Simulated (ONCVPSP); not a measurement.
## nickel (Ni), ONCV: configuration errors across variants

Ni (Z = 28), optimised norm-conserving Vanderbilt (ONCV), made with ONCVPSP 4.0.1 (PBE, scalar-relativistic). Core [Ne], reference 3s2 3p6 3d8 4s2. Waves: 3s+4s: rc 1.40 bohr, ncon 4, nbas 7, qcut 11.3 1/bohr, 2 projectors; 3p: rc 0.80 bohr, ncon 4, nbas 8, qcut 9.7 1/bohr, 2 projectors, debl 3.4 Ha; 3d: rc 1.55 bohr, ncon 4, nbas 8, qcut 11.3 1/bohr, 2 projectors, debl 0.9 Ha. Local part: polynomial inside 0.60 bohr (lpopt 5, dvloc0 0 Ha). Core correction: Teter function, fcfact 3.25, rcfact 1.3.

All-electron excitation energies from the reference (eV): (1) 3s2 3p6 3d8 4s1 9.323; (2) 3s2 3p6 3d8 4s0 26.674; (3) 3s2 3p6 3d7 4s0 64.140; (4) 3s2 3p6 3d7 4s2 16.120.

1 further variants failed, have other tests or too few solved ones, and are left out.

Errors AE − PS in meV (a dash: test not solved or not reliable):

```csv
change,(1),(2),(3),(4),bound ghosts,GHOST(+) flags above zero
base,+0.7,+5.1,+18,+60,none,s
p: qcut 11.2,+0.7,+5.1,+18,+60,none,s
"core correction Teter function, fcfact 6.9, rcfact 1.3",+0.7,+5.0,+18,+60,none,s
"all radii but the core radius scaled by about 1.34 (s 1.88, p 1.08, d 2.08 bohr); local potential polynomial inside 0.80 bohr (lpopt 5, dvloc0 0 Ha)",+0.2,-5.6,+78,+193,none,none
d: nproj 1,+0.7,+5.1,-23,+32,none,s
"core correction Teter function fitted to the true core (icmod 2), fcfact 0.4",+0.7,+5.0,+18,+60,none,s
```

(1) Give the same row for: s: qcut 11.6.

Answers

(1) +0.7, +5.3, +18, +60; bound ghosts: none; GHOST(+) flags above zero: s.
